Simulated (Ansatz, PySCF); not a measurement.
H7NO2Si2, SMILES N[Si@H](O)O[SiH3]. Atoms are numbered in the order given.

```xyz
12

N     -2.1364     0.7484     0.5797
Si    -0.9466    -0.0669    -0.3456
O     -0.5949    -1.5317     0.3564
O      0.5333     0.6697    -0.4150
Si     2.0903     0.3191     0.0488
H     -1.9638     0.9961     1.5481
H     -2.7289     1.4364     0.1289
H     -1.4861    -0.1642    -1.7250
H     -1.3474    -2.0377     0.6748
H      2.1756     0.1195     1.5271
H      2.5968    -0.9046    -0.6397
H      2.9448     1.4814    -0.3293
```

The structure is a stationary point at PBE0-D3(BJ)/def2-SVP. The structure was generated by enumeration; whether it is a known compound was not checked. One conformer was computed; it need not be the lowest.

Two levels are set side by side: PBE-D3(BJ)/def2-SVP (Ansatz, a first-principles code) and PBE0-D3(BJ)/def2-SVP (Ansatz). Each level has its own optimised geometry; the coordinates shown are those of the second. Frequencies come from the Hessian of PySCF at each geometry. Differences are taken from unrounded values.

```json
[
 {"quantity": "mean bond length (Å)", "PBE0-D3(BJ)": "1.422", "PBE-D3(BJ)": "1.435", "PBE-D3(BJ) minus PBE0-D3(BJ)": "0.013"},
 {"quantity": "bond N1–Si2 (Å)", "PBE0-D3(BJ)": "1.714", "PBE-D3(BJ)": "1.728", "PBE-D3(BJ) minus PBE0-D3(BJ)": "0.015"},
 {"quantity": "bond Si2–O3 (Å)", "PBE0-D3(BJ)": "1.662", "PBE-D3(BJ)": "1.679", "PBE-D3(BJ) minus PBE0-D3(BJ)": "0.017"},
 {"quantity": "bond Si2–O4 (Å)", "PBE0-D3(BJ)": "1.655", "PBE-D3(BJ)": "1.672", "PBE-D3(BJ) minus PBE0-D3(BJ)": "0.018"},
 {"quantity": "bond O4–Si5 (Å)", "PBE0-D3(BJ)": "1.662", "PBE-D3(BJ)": "1.679", "PBE-D3(BJ) minus PBE0-D3(BJ)": "0.017"},
 {"quantity": "bond N1–H6 (Å)", "PBE0-D3(BJ)": "1.014", "PBE-D3(BJ)": "1.024", "PBE-D3(BJ) minus PBE0-D3(BJ)": "0.009"},
 {"quantity": "bond N1–H7 (Å)", "PBE0-D3(BJ)": "1.014", "PBE-D3(BJ)": "1.023", "PBE-D3(BJ) minus PBE0-D3(BJ)": "0.009"},
 {"quantity": "bond Si2–H8 (Å)", "PBE0-D3(BJ)": "1.484", "PBE-D3(BJ)": "1.495", "PBE-D3(BJ) minus PBE0-D3(BJ)": "0.011"},
 {"quantity": "bond O3–H9 (Å)", "PBE0-D3(BJ)": "0.961", "PBE-D3(BJ)": "0.973", "PBE-D3(BJ) minus PBE0-D3(BJ)": "0.012"},
 {"quantity": "bond Si5–H10 (Å)", "PBE0-D3(BJ)": "1.494", "PBE-D3(BJ)": "1.506", "PBE-D3(BJ) minus PBE0-D3(BJ)": "0.012"},
 {"quantity": "bond Si5–H11 (Å)", "PBE0-D3(BJ)": "1.493", "PBE-D3(BJ)": "1.504", "PBE-D3(BJ) minus PBE0-D3(BJ)": "0.011"},
 {"quantity": "bond Si5–H12 (Å)", "PBE0-D3(BJ)": "1.491", "PBE-D3(BJ)": "1.502", "PBE-D3(BJ) minus PBE0-D3(BJ)": "0.011"},
 {"quantity": "highest harmonic wavenumber (cm⁻¹)", "PBE0-D3(BJ)": "3941", "PBE-D3(BJ)": "3769", "PBE-D3(BJ) minus PBE0-D3(BJ)": "-171"},
 {"quantity": "mean harmonic wavenumber (cm⁻¹)", "PBE0-D3(BJ)": "1171", "PBE-D3(BJ)": "1130", "PBE-D3(BJ) minus PBE0-D3(BJ)": "-40"},
 {"quantity": "zero-point energy (kcal/mol)", "PBE0-D3(BJ)": "50.21", "PBE-D3(BJ)": "48.48", "PBE-D3(BJ) minus PBE0-D3(BJ)": "-1.73"}
]
```

GGA bonds tend to be longer and softer than those of functionals with exact exchange. Differences between two approximate levels are no errors against the true value.
